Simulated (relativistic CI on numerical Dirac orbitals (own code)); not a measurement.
# Spin-allowed bands of a d2 ion in an octahedral site, by hand

Problem. Take Δ = 26000 cm⁻¹ and B = 500 cm⁻¹ for a d2 ion in an octahedral site. Calculate the three spin-allowed bands.

Working.
1. The terms of highest spin are 3F (energy 0) and 3P (15B = 7500 cm⁻¹). Here the F term splits into A2 at +1.2Δ = 31200, T2 at +0.2Δ = 5200 and T1 at −0.6Δ = -15600 cm⁻¹.
2. The two T1 states mix through the element 0.4Δ: H = [[-15600, 10400], [10400, 7500]], with roots ½(H₁₁ + H₂₂) ∓ ½√[(H₂₂ − H₁₁)² + 4H₁₂²] = ½(-8100) ∓ ½(31085) = -19592 and 11492 cm⁻¹.
3. The ground term is 3T1 at -19592 cm⁻¹.
4. Bands: 3T2 24792 cm⁻¹ (403 nm), 3T1(P) 31085 cm⁻¹ (322 nm), 3A2 50792 cm⁻¹ (197 nm).

Check. Exact diagonalisation of the whole d2 shell with these parameters gives 3T2 24792, 3T1 31085, 3A2 50792 cm⁻¹. The match is exact, since without spin-orbit coupling no other term has this spin. The ratio of the second band to the first, 1.254, depends on Δ/B = 52.0 alone, which is how a Tanabe-Sugano diagram is read.
